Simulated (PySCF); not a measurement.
Ionisation energy of Pr²⁶⁺ by level of theory

Pr²⁶⁺ [Ar] 3d10 4s2 4p3 [4p1/2^2 4p3/2^1, M_J = 3/2] → Pr²⁷⁺ [Ar] 3d10 4s2 4p2 [4p1/2^2, M_J = 0], as a difference of total energies. All numbers are calculated (PySCF 2.14, the two-component X2C-1e Hamiltonian, in an uncontracted even-tempered set (17 s from 2.1 bohr⁻², ratio 2.8; 13 p from 2.7 bohr⁻², ratio 2.8; 8 d from 4.8 bohr⁻², ratio 2.8; 4 f from 14 bohr⁻², ratio 3)). Correlated levels: [Ne] frozen; the 74 highest virtual spinors dropped. "Screened" scales the spin-orbit matrix elements by Boettger's factors to mimic the two-electron term; Breit and QED terms are absent.

```
                    method  ionisation energy (eV)
           GHF (spin-free)                  929.44
          GMP2 (spin-free)                  930.33
 GHF (screened spin-orbit)                  916.04
GMP2 (screened spin-orbit)                  916.87
```

Task: How much does correlation contribute at GMP2 (screened spin-orbit)?

Result: 916.87 − (916.04) = 0.83 eV, measured against GHF (screened spin-orbit).

Breit and QED terms and the two-electron picture change are absent.

The spin-free rows relax to the high-spin LS determinant and lack the spin-orbit shift.

The labels give the starting determinants; with spin-orbit coupling the two ends relaxed to ⟨J²⟩ = 3.75, ⟨L²⟩ = 2.17, ⟨S²⟩ = 1.73 and ⟨J²⟩ = 0.00, ⟨L²⟩ = 1.35, ⟨S²⟩ = 1.35.

For comparison: 920 ± 4 eV (theoretical estimate listed by NIST; NIST Atomic Spectra Database, ionization energies).
